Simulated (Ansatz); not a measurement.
Saddle point of C2H7Ge, doublet (C₂H₃ ([CH][CH2]) + GeH₄ → C₂H₄ (C=C) + GeH₃; bonds formed: H1–C3; bonds broken: H1–Ge2), PBE0-D4/def2-TZVP structure:

```tsv
atom	x (Å)	y (Å)	z (Å)
H1	0.3869	-0.4468	0.1040
Ge2	1.8801	-0.1644	0.5463
C3	-1.3956	-0.5520	-0.4115
C4	-1.9240	0.6319	-0.5564
H5	2.0616	1.3399	0.8083
H6	2.2007	-0.9415	1.8329
H7	2.8484	-0.6022	-0.5640
H8	-1.7406	-1.5713	-0.5181
H9	-2.9646	0.7652	-0.8567
H10	-1.3529	1.5413	-0.3848
```

Energies are electronic, without zero-point energy. Barriers and step energies count from the start structure reached by relaxing down the imaginary mode; all methods use the PBE0-D4 structures, on which another method's saddle can fall below an end. Program: Ansatz 0.2.0. Basis: def2-TZVPP, with def2-QZVPP for the basis limit. Cores are frozen in the correlated methods; orbitals are unrestricted. Filled d shells of the heavier atoms are correlated. The def2 sets are not built for correlating such inner shells, so the correlated values are less sure here. B3LYP uses VWN-RPA correlation. Extrapolation: Hartree–Fock as exp(−7.88 √X), correlation as X^−2.97.

```
      method  barrier (eV)  step energy (eV)
       SPW92        -0.196            -1.301
      PBE-D4        -0.035            -1.240
     BLYP-D4             ?            -1.219
   r2SCAN-D4             ?            -1.140
      B97M-V         0.091            -1.119
     PBE0-D4         0.047            -1.233
    B3LYP-D4         0.049            -1.222
  r2SCAN0-D4         0.094            -1.156
    BHLYP-D4         0.136            -1.192
CAM-B3LYP-D4         0.094            -1.192
     wB97X-V         0.106            -1.182
     wB97M-V         0.119            -1.273
      B2PLYP         0.108            -1.211
    PBE-QIDH         0.119            -1.254
  RPA on PBE         0.184            -1.182
          HF             ?            -0.913
         MP2         0.163            -1.472
        CCSD         0.182            -1.179
     CCSD(T)         0.148            -1.203
```

**Question.** Fill in the withheld barriers. (An estimate is asked for; the value comes from the calculation.)

**Answer.** By the calculation: HF 0.386; r2SCAN-D4 0.049; BLYP-D4 -0.012 eV. Each is the energy of the saddle less that of the start structure, by the same method.

For comparison, the barrier by CCSD(T) at an estimated basis limit (MP2 extrapolated from triple and quadruple zeta, plus CCSD(T) − MP2 in triple zeta) is 0.147 eV.

The T1 diagnostic stays at or below 0.028. ⟨S²⟩ of the unrestricted Hartree–Fock references: 0.79 to 0.96 (a pure state has 0.75). The unrestricted reference is spin-contaminated, which hurts MP2 most. The start structure is not quite a true minimum (one mode of 33i cm⁻¹).

Radical steps of this kind take place in plasma deposition and etching.

Labels in which every atom is bracketed show which atoms are joined, not bond orders.

For scale, one of the runs: CCSD(T)/def2-TZVPP, 208 basis functions, launched by `ansatz run in.yaml --threads 8 --pin off --events-out ev --progress --plain --max-ram 19148MiB`. The run took 36 s on 8 CPU threads of an Intel Xeon 6975P-C (shared host), with 8.1 GiB of host memory at its peak.
